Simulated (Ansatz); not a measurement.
Job for Ansatz (an electronic-structure program): R-PBE/def2-TZVPP on ZnTe, 2S+1 = 1, a spin state set in the input, which need not be the lowest, a point of a bond scan (R = 2.378 Å). Elements past Kr take the def2 small-core potentials; no spin–orbit coupling.

Ansatz 0.2 input:
```yaml
crystal:
  periodic: [false, false, false]
  atoms:
    - {symbol: Zn, position_ang: [0.00000000, 0.00000000, 0.00000000]}
    - {symbol: Te, position_ang: [0.00000000, 0.00000000, 2.37816500]}
basis:
  gaussian:
    orbitals: def2-TZVPP
    pivot_positions_ang: [[0.00000000, 0.00000000, 0.00000000], [0.00000000, 0.00000000, 2.37816500]]
hamiltonian:
  xc: {name: PBE}
output: {forces: true, orbitals: {seedname: ./end}}
```

The log:

```
WARN ansatz: RAYON_NUM_THREADS=1 ignored (pool sized by the plan → 1); use --threads N
Functional definition: PBE
integrals: 0.04 GiB planned
885 factors; their error is unknown
mean field: 0.29 GiB planned
mean field evaluation 1: about -55699.5692 eV, gradient 5.9e1 eV
mean field evaluation 2: about -55604.3894 eV, gradient 1.9e2 eV
mean field evaluation 4: about -55694.7866 eV, gradient 4.2e1 eV
mean field evaluation 8: about -55705.6940 eV, gradient 6.9e-1 eV
mean field evaluation 16: about -55705.5663 eV, gradient 6.9e-4 eV
mean field evaluation 32: about -55702.1395 eV, gradient 4.6e0 eV
mean field -55705.56634684 eV, -2047.1418046574 hartree, gradient 1.7e-5 eV, S^2 0.000000; 3 other end points of the search recorded, 0 dependent functions left out
the calculation of the forces begins
reference -55705.56637583 eV, -2047.1418057228 hartree; 27, 27 occupied and 87, 87 virtual orbitals, 885 factors
Total energy: -55705.56637583 eV, -2047.1418057228 hartree
Atom 0 at     0.000000     0.000000     0.000000 Å, force     0.000000     0.000000    -0.013309 eV/Å
Atom 1 at     0.000000     0.000000     2.378165 Å, force    -0.000000    -0.000000     0.013309 eV/Å
Dipole moment:    -0.000000    -0.000000    -0.823698 e Å
```

The run converged.

Cost: about 6 core-seconds (a rough figure).
